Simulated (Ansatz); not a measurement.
Geometry optimisation, RKS PBE0-D4/def2-SVP in Ansatz.

Input:

```yaml
crystal:
  periodic: [false, false, false]
  atoms:
    - { symbol: B, position_ang: [0.022653, -0.546716, -0.336196] }
    - { symbol: H, position_ang: [0.007581, 0.253617, 1.919715] }
    - { symbol: F, position_ang: [1.139635, 0.096096, -0.548394] }
    - { symbol: F, position_ang: [-1.127923, 0.038842, -0.534754] }
    - { symbol: Cl, position_ang: [0.071125, -2.300768, 0.125628] }
    - { symbol: H, position_ang: [0.015829, -0.464772, 1.933701] }
basis:
  gaussian: { orbitals: def2-SVP }
hamiltonian:
  xc: pbe0
  dispersion: d4
relax:
  f_tol: 0.03
  max_steps: 50
output:
  orbitals: {}
```

Launched with:

```bash
$ ansatz run input.yaml --threads 1 --pin off --max-ram 2048MiB --backend cpu --events-out ev --progress --plain --runs-dir out
```

Question: Where does it end, and by what steps?

Answer: The run converged. The force dipped under the threshold on the way, but the program's further checks kept it going. After 12 steps the energy has fallen by 0.159 eV; H6 moved furthest, 0.44 Å.

```csv
step,energy less start (eV),largest force component (eV/Å),accepted
0,0.0000,1.794,yes
1,-0.1185,0.886,yes
2,0.0958,2.426,no
3,-0.1022,0.859,no
4,-0.1410,0.432,yes
5,-0.1532,0.076,yes
6,-0.1559,0.029,yes
7,-0.1577,0.117,yes
8,-0.1583,0.092,yes
9,-0.1586,0.053,yes
10,-0.1579,0.143,no
11,-0.1588,0.035,yes
12,-0.1588,0.002,yes
```

```xyz
6
Properties=species:S:1:pos:R:3
B 0.024 -0.650 -0.530
H 0.001 0.421 2.249
F 1.136 0.025 -0.683
F -1.122 -0.035 -0.680
Cl 0.070 -2.352 -0.151
H 0.020 -0.332 2.354
```

Whether the end is a true minimum wasn't checked by a vibrational analysis.

Run time: 23 s on 1 thread of AMD EPYC 7B13 (Zen 3), with other jobs on the host, peak memory 0.15 GiB.
